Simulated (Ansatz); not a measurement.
Geometry optimisation, RKS PBE0/def2-TZVP (Ansatz 0.2.0).

Input:

```yaml
crystal:
  periodic: [false, false, false]
  atoms:
    - { symbol: C, position_ang: [-0.71583, 1.05658, -0.56409] }
    - { symbol: Te, position_ang: [0.09301, 0.46383, 1.3349] }
    - { symbol: O, position_ang: [0.87723, -1.39013, 0.46428] }
    - { symbol: H, position_ang: [-1.4716, 0.34539, -0.89253] }
    - { symbol: H, position_ang: [0.08238, 1.17578, -1.29453] }
    - { symbol: H, position_ang: [-1.18296, 2.02268, -0.37439] }
    - { symbol: H, position_ang: [0.19608, -1.98411, 0.10463] }
    - { symbol: H, position_ang: [1.56656, -1.2533, -0.2083] }
total_charge: 1
basis:
  gaussian: { orbitals: def2-TZVP }
hamiltonian:
  xc: pbe0
relax:
  f_tol: 0.015
  max_steps: 40
```

Launched with:

```bash
$ ansatz run input.yaml --threads 2 --pin off --max-ram 3072MiB --backend cpu --events-out ev --progress --plain --runs-dir out
```

Task: Where does it end, and by what steps?

Result: It converged. The force dipped under the threshold on the way, but the program's further checks kept it going. Limits of this set-up: the dipole of an ion depends on the origin. After 15 steps the energy has fallen by 0.086 eV; H7 moved furthest, 0.43 Å.

```tsv
step	energy less start (eV)	largest force component (eV/Å)	accepted
0	0.0000	0.694	yes
1	-0.0373	0.670	yes
2	-0.0492	0.366	yes
3	-0.0566	0.083	yes
4	-0.0573	0.048	yes
5	-0.0576	0.018	yes
6	-0.0577	0.017	yes
7	-0.0575	0.136	no
8	-0.0578	0.008	yes
9	-0.0550	0.774	no
10	-0.0591	0.083	yes
11	-0.0624	0.330	yes
12	-0.0751	0.323	yes
13	-0.0859	0.037	yes
14	-0.0862	0.025	yes
15	-0.0863	0.005	yes
```

```xyz
8
Properties=species:S:1:pos:R:3
C -0.779 1.157 -0.608
Te 0.085 0.391 1.152
O 0.796 -1.376 0.162
H -1.575 0.507 -0.962
H -0.017 1.355 -1.357
H -1.212 2.109 -0.275
H 0.393 -2.224 0.402
H 1.753 -1.483 0.057
```

Time of the run: 70 s on 2 threads of Arm Neoverse N1 (shared host), peak memory 0.28 GiB.
